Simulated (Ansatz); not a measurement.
One change: `CN[SiH2][SiH2]N` becomes `CO[SiH2][SiH2]N`.

Ansatz, PBE0-D4/def2-TZVP geometries, multiplicity 1. Each molecule was computed in one conformer, which needn't be the lowest.

```
                               property  `CN[SiH2][SiH2]N`
      LUMO energy (PBE/def2-TZVPP) / eV              -0.87
   HOMO–LUMO gap (PBE0/def2-TZVPP) / eV               6.47
  LUMO energy (ωB97M-V/def2-TZVPP) / eV               1.59
    HOMO energy (B3LYP/def2-TZVPP) / eV              -6.30
HOMO–LUMO gap (ωB97M-V/def2-TZVPP) / eV              10.35
    LUMO energy (B3LYP/def2-TZVPP) / eV              -0.24
```

What does the change do to each property? (An estimate is asked.)

Ansatz gave: 
| property | `CO[SiH2][SiH2]N` | shift |
| --- | --- | --- |
| LUMO energy (PBE/def2-TZVPP) / eV | -1.01 | -0.14 |
| HOMO–LUMO gap (PBE0/def2-TZVPP) / eV | 6.93 | 0.46 |
| LUMO energy (ωB97M-V/def2-TZVPP) / eV | 1.48 | -0.11 |
| HOMO energy (B3LYP/def2-TZVPP) / eV | -6.90 | -0.60 |
| HOMO–LUMO gap (ωB97M-V/def2-TZVPP) / eV | 10.74 | 0.39 |
| LUMO energy (B3LYP/def2-TZVPP) / eV | -0.36 | -0.12 |

With PBE0 the HOMO falls by 0.60 eV and the LUMO falls by 0.13 eV, so the gap widens by about 0.47 eV. PBE moves the HOMO by -0.59 eV and ωB97M-V by -0.50 eV.

B3LYP here is the variant with VWN-RPA as its local correlation; programs differ in this.
